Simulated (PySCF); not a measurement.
The dipole of 3-methoxybenzoyl chloride, `COc1cccc(C(=O)Cl)c1` from its density and from atomic charges.

Coordinates (GFN2-xTB, Å) and charges (e) from the PBE0/pcSseg-1 density (PySCF):

| atom | x | y | z | Mulliken | IAO | Hirshfeld | ESP-fitted |
| --- | --- | --- | --- | --- | --- | --- | --- |
| C1 | 3.095 | 0.213 | 0.165 | -0.0424 | -0.2092 | -0.0288 | -0.1833 |
| O2 | 1.884 | 0.368 | 0.869 | -0.4865 | -0.3217 | -0.1030 | -0.3187 |
| C3 | 0.719 | 0.109 | 0.226 | +0.2373 | +0.2081 | +0.0810 | +0.6428 |
| C4 | 0.615 | -0.301 | -1.101 | -0.1247 | -0.1990 | -0.0600 | -0.3877 |
| C5 | -0.633 | -0.538 | -1.658 | -0.0525 | -0.1367 | -0.0407 | -0.0864 |
| C6 | -1.782 | -0.373 | -0.914 | +0.0288 | -0.1447 | -0.0467 | -0.3290 |
| C7 | -1.686 | 0.040 | 0.421 | -0.3371 | -0.0620 | -0.0224 | +0.3645 |
| C8 | -2.945 | 0.195 | 1.151 | +0.3896 | +0.3580 | +0.1742 | +0.3270 |
| O9 | -4.044 | 0.009 | 0.734 | -0.3050 | -0.3605 | -0.1999 | -0.3602 |
| Cl10 | -2.758 | 0.720 | 2.835 | -0.1419 | -0.0942 | -0.0477 | -0.1315 |
| C11 | -0.440 | 0.278 | 0.983 | +0.0528 | -0.1587 | -0.0595 | -0.6647 |
| H12 | 3.235 | -0.819 | -0.171 | +0.1145 | +0.1370 | +0.0466 | +0.1010 |
| H13 | 3.880 | 0.470 | 0.873 | +0.1405 | +0.1712 | +0.0604 | +0.1493 |
| H14 | 3.148 | 0.889 | -0.695 | +0.1145 | +0.1370 | +0.0467 | +0.1017 |
| H15 | 1.495 | -0.440 | -1.710 | +0.1037 | +0.1573 | +0.0500 | +0.1849 |
| H16 | -0.699 | -0.856 | -2.687 | +0.0987 | +0.1624 | +0.0582 | +0.1672 |
| H17 | -2.755 | -0.556 | -1.341 | +0.0937 | +0.1744 | +0.0520 | +0.1879 |
| H18 | -0.338 | 0.597 | 2.007 | +0.1160 | +0.1814 | +0.0397 | +0.2352 |

Q: Compute μ = Σ q r for each scheme (1 e·Å = 4.803 D) and compare with the dipole of the full density.

A: The full density gives (4.89, -0.54, -2.60) D, 5.56 D in size; dipole vectors point from the negative to the positive end.

| scheme | μx | μy | μz | size (D) | share of the full size (%) | angle to the full dipole (°) |
| --- | --- | --- | --- | --- | --- | --- |
| Mulliken | 5.36 | -0.83 | -3.64 | 6.53 | 117 | 6 |
| IAO | 5.16 | -0.51 | -2.57 | 5.79 | 104 | 2 |
| Hirshfeld | 3.59 | -0.20 | -1.29 | 3.82 | 69 | 9 |
| ESP-fitted | 4.90 | -0.55 | -2.66 | 5.60 | 101 | 1 |

Q: Which set comes closest?

A: Length of the difference vector: ESP-fitted 0.06 D, IAO 0.28 D, Mulliken 1.17 D, Hirshfeld 1.87 D. Closest: ESP-fitted. 

Q: What is left for the Hirshfeld atoms' own dipoles?

A: The shares of the density sum to the whole, so what Σ q r misses lies in dipoles about the nuclei. The atomic dipoles sum to (4.89, -0.54, -2.60) − (3.59, -0.20, -1.29) = (1.30, -0.34, -1.31) D, 1.87 D in size.

Q: With the origin at the mean of the coordinates, (0.000, 0.000, -0.001) Å, which are the largest single terms, by size, of the Hirshfeld dipole along the direction of the full one?

A: O9 +3.74, C8 -2.63, Cl10 +0.88, H13 +0.86, H14 +0.67 D; all 18 atoms together +3.78 D. The single terms depend on the origin, their sum doesn't.

Q: Give the size of the full dipole in other units.

A: 5.56 D = 2.188 au = 1.158 e·Å = 18.55 × 10⁻³⁰ C·m.

Geometry: GFN2-xTB, one conformer, isolated molecule.

The run behind these numbers computed NMR shieldings as well. On an Arm Neoverse V1 with one thread (shared host), this took 68 s and 1.1 GiB of memory at its peak.

Conformer computed: `[CH3:1][O:2][c:3]1[cH:4][cH:5][cH:6][c:7]([C:8](=[O:9])[Cl:10])[cH:11]1`: C1–O2–C3–C4 0°, C6–C7–C8–O9 0°.
